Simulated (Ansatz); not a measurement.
Species: C₃H₅O, net charge 0, doublet state. It need not be the lowest isomer of its formula. 
Geometry from a B3LYP-D3(BJ)/def2-TZVP (Ansatz, a quantum-chemistry and plane-wave program) optimisation:
```xyz
9

C     -1.5629     0.0749    -0.0292
C     -0.3597    -0.4411    -0.7157
C      0.9559    -0.0973    -0.0618
O      1.0792     0.5467     0.9459
H     -1.4634     0.6541     0.8760
H     -2.5460    -0.1246    -0.4290
H     -0.2923    -0.0903    -1.7590
H     -0.3792    -1.5384    -0.8230
H      1.8474    -0.4935    -0.5920
```
Charge 0, spin multiplicity 2.

Total electronic energies in hartree. Correlated levels leave the core frozen unless marked. UHF or UKS for open shells. Spin-orbit coupling is left out. No relativistic terms. Basis-set limits of correlation are two-point, X^-3; Hartree-Fock from the larger set. The bracket is a focal-point correction in the basis named.

| level | program | energy (Eh) |
|---|---|---|
| HF/aug-cc-pVDZ | Ansatz | -191.34719 |
| HF/aug-cc-pVQZ | Ansatz | -191.40490 |
| HF/cc-pVQZ | Ansatz | -191.40428 |
| RI-HF/aug-cc-pVTZ | Ansatz | -191.39302 |
| revPBE/def2-TZVPD | Ansatz | -192.49498 |
| PBE0/def2-QZVPP | Ansatz | … |
| HSE06/def2-TZVPD | Ansatz | … |
| RI-MP2/cc-pVTZ | Ansatz | -192.09217 |
| SCS-MP2/6-31G* | Ansatz | -191.84245 |
| SCS-MP2/aug-cc-pVDZ | Ansatz | -191.92934 |
| CCSD/STO-3G | Ansatz | -189.12912 |
| CCSD/aug-cc-pVDZ | Ansatz | -191.97789 |
| CCSD/cc-pVTZ | Ansatz | -192.12371 |
| RI-MP2/CBS(aug-cc-pVTZ,aug-cc-pVQZ)+[CCSD(T)-MP2]/aug-cc-pVDZ | Ansatz | -192.2525 |
| RI-MP2/CBS(aug-cc-pVTZ,aug-cc-pVQZ)+[CCSD(T)-MP2]/aug-cc-pVTZ | Ansatz | -192.2525 |

Some entries are withheld; supply them.


- PBE0/def2-QZVPP, energy (Eh): -192.33559
- HSE06/def2-TZVPD, energy (Eh): -192.31372
